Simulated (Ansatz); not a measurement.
A nudged elastic band was laid between two geometries of ClH3Sn + FH (7 atoms, charge 0, multiplicity 1).

Theory: Ansatz 0.2.0, RKS BLYP/def2-SVP.

```json
{
  "movable images": "5",
  "climbing image": "yes",
  "spring": "5.0 eV/Å²",
  "optimiser": "fire",
  "start path": "through a guess of the saddle point",
  "force threshold": "0.03 eV/Å",
  "iteration limit": "60",
  "end points": "relaxed",
  "largest step": "0.02 Å"
}
```

Image 0:

```xyz
7
Properties=species:S:1:pos:R:3
Sn 0.181 0.000 -0.115
Cl 0.131 0.000 2.329
H 1.881 0.000 -0.452
H -0.574 1.461 -0.626
H -0.574 -1.461 -0.626
F -2.638 0.000 1.187
H -1.979 0.000 1.875
```

Image 6:

```xyz
7
Properties=species:S:1:pos:R:3
Sn -0.321 0.000 -0.583
Cl -0.301 0.000 3.516
H 1.174 0.000 0.274
H -0.644 1.452 -1.462
H -0.644 -1.452 -1.462
F -1.740 0.000 0.830
H -1.098 0.000 2.461
```

Task: Which bonds break or form, and what moves?

Result: Bonds broken: Sn1–Cl2, F6–H7. Bonds formed: Sn1–F6, Cl2–H7. ClH3Sn + FH becomes ClH + FH3Sn.

Task: What energy profile does the band end with?

Result: The forces met the threshold. The highest image is number 4 of 0 to 6, 0.68 eV above the first end and 0.43 eV above the last; the last end lies 0.24 eV above the first. Another band between the same ends (5 images) ends at a top of the same energy, where a vibrational analysis finds 2 clearly imaginary modes. The orbitals stay closed-shell, which can raise the energy where a bond breaks towards radicals; this wasn't checked here.

```tsv
image	path coordinate (Å)	energy (eV)	Sn1–Cl2 (Å)	F6–H7 (Å)	Sn1–F6 (Å)
0	0.00	0.00	2.44	0.95	3.11
1	0.35	0.05	2.47	0.96	2.81
2	0.70	0.22	2.55	0.98	2.56
3	1.06	0.49	2.72	1.04	2.34
4	1.42	0.68	2.95	1.22	2.17
5	2.11	0.38	3.50	1.56	2.03
6	2.79	0.24	4.10	1.75	2.00
```

Task: What is the geometry of the highest image?

Result: 
```xyz
7
Properties=species:S:1:pos:R:3
Sn -0.219 0.000 -0.219
Cl -0.042 0.000 2.721
H 1.488 0.000 0.065
H -0.701 1.474 -0.984
H -0.701 -1.474 -0.984
F -2.030 0.000 0.975
H -1.369 0.000 1.999
```

The band took 52 iterations and about 2.8 core-minutes.

Run time: 2.8 min on 1 thread of AMD EPYC 9R45 96-Core Processor (Zen 5), on a shared host, peak memory 0.15 GiB.
